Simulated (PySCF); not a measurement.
Here is a job for PySCF.
```python
from pyscf import gto, scf, mp

mol = gto.M(
    atom='''
O    -0.59065691   -0.01900468    0.25930853
O     0.59065691    0.01900468   -0.25930853
H    -1.28947104   -0.03417302   -0.46351846
H     1.28947104    0.03417302    0.46351846
''',
    basis='def2-svpd',
    charge=1,
    spin=1,
    verbose=4,
)

mf = scf.UHF(mol)
mf.kernel()

pt = mp.MP2(mf)
pt.kernel()
print('E(MP2) = %.10f' % pt.e_tot)
```

Q: What does this run give for the number of basis functions, total energy, nuclear repulsion energy?

A: 
```json
{
 "number_of_basis_functions": "62",
 "total_energy": "-301.374761 Ry",
 "nuclear_repulsion_energy": "39.3282 Eh"
}
```

These values belong to the state on which the SCF converged, which isn't shown to be the lowest.
